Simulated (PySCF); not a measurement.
Task: What does the PBE0-D3(BJ)/def2-SVP structure of `CC(C)=C=C(C)Br` look like in three dimensions?

Result: 
```
atom  x, y, z in Å
C1    -2.197   -1.774   -1.431
C2    -1.482   -1.325   -0.187
C3    -2.235   -1.445    1.109
C4    -0.258   -0.843   -0.232
C5     0.955   -0.364   -0.277
C6     2.238   -1.122   -0.163
Br7    1.186    1.530   -0.517
H8    -3.135   -1.207   -1.557
H9    -2.475   -2.839   -1.353
H10   -1.582   -1.637   -2.330
H11   -2.544   -2.489    1.280
H12   -1.633   -1.111    1.964
H13   -3.156   -0.839    1.071
H14    2.849   -0.990   -1.070
H15    2.831   -0.756    0.690
H16    2.033   -2.192   -0.023
```

Any rigid rotation of these coordinates is as good. Atoms count from 1 in this order. The 5 C–C bonds span 1.305 Å (C4=C5, drawn double) to 1.503 Å (C1–C2, drawn single), a spread of 0.198 Å.

Bonds between heavy atoms (Å): C1–C2 1.503, C2–C3 1.503, C2=C4 1.316, C4=C5 1.305, C5–C6 1.494, C5–Br7 1.923.

Computed, not measured: PySCF 2.14.0, PBE0-D3(BJ)/def2-SVP geometry optimisation, gas phase.

Point group: Cs (tolerance 0.08 Å). No PBE0-D3(BJ)/def2-SVP frequencies stand behind this structure, so it isn't proved a minimum.
